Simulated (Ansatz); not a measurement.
Saddle point of CH5ClZn, closed shell (ZnHCl ([Cl][ZnH]) + CH₄ → CH₃ClZn ([CH3][Zn][Cl]) + H₂; bonds formed: Zn1–C5, H2–H4; bonds broken: Zn1–H2, H4–C5), PBE0-D4/def2-TZVP structure:

| atom | x (Å) | y (Å) | z (Å) |
| --- | --- | --- | --- |
| Zn1 | -0.7652 | -0.4608 | -0.7845 |
| H2 | 0.3283 | -1.7956 | -0.4551 |
| Cl3 | -2.4631 | -0.0742 | -1.9636 |
| H4 | 0.5336 | -0.8439 | 0.0841 |
| C5 | 0.4718 | 0.5908 | 0.6049 |
| H6 | -0.2574 | 0.9177 | 1.3504 |
| H7 | 1.3456 | 0.2215 | 1.1539 |
| H8 | 0.8063 | 1.4445 | 0.0100 |

Energies are electronic, without zero-point energy. Barriers and step energies count from the start structure reached by relaxing down the imaginary mode; all methods use the PBE0-D4 structures, on which another method's saddle can fall below an end. Computed with Ansatz 0.2.0 (basis: def2-TZVPP, with def2-QZVPP for the basis limit); correlated methods freeze the cores. The 3s and 3p shells of Cu and Zn are frozen; filled d shells are correlated. B3LYP uses VWN-RPA correlation. Extrapolation: Hartree–Fock as exp(−7.88 √X), correlation as X^−2.97.

```tsv
method	barrier (kcal/mol)	step energy (kcal/mol)
SPW92	44.34	9.26
PBE-D4	52.26	8.90
BLYP-D4	57.88	9.44
r2SCAN-D4	53.50	9.86
B97M-V	57.51	13.10
PBE0-D4	54.38	10.05
B3LYP-D4	59.05	10.45
r2SCAN0-D4	55.25	10.54
BHLYP-D4	61.96	11.97
CAM-B3LYP-D4	59.14	11.08
wB97X-V	?	10.41
wB97M-V	58.11	10.17
B2PLYP	59.18	9.72
PBE-QIDH	56.09	9.68
RPA on PBE	58.53	9.79
HF	?	14.99
MP2	?	7.66
CCSD	60.30	10.62
CCSD(T)	58.08	9.69
```

Problem. Fill in the withheld barriers. (An estimate is asked for; the value comes from the calculation.)

Solution. By the calculation: wB97X-V 58.33; HF 71.46; MP2 57.31 kcal/mol. Each is the energy of the saddle less that of the start structure, by the same method.

For comparison, the barrier by CCSD(T) at an estimated basis limit (MP2 extrapolated from triple and quadruple zeta, plus CCSD(T) − MP2 in triple zeta) is 56.82 kcal/mol.

T1 diagnostic: at most 0.014.

Labels in which every atom is bracketed show which atoms are joined, not bond orders.

For scale, one of the runs: CCSD(T)/def2-TZVPP, 207 basis functions, launched by `ansatz run in.yaml --threads 4 --pin off --events-out ev --progress --plain --max-ram 9574MiB`. Time: 69 s of wall clock on 4 CPU threads of an Intel Xeon; the host was shared. Peak host memory: 2.6 GiB.
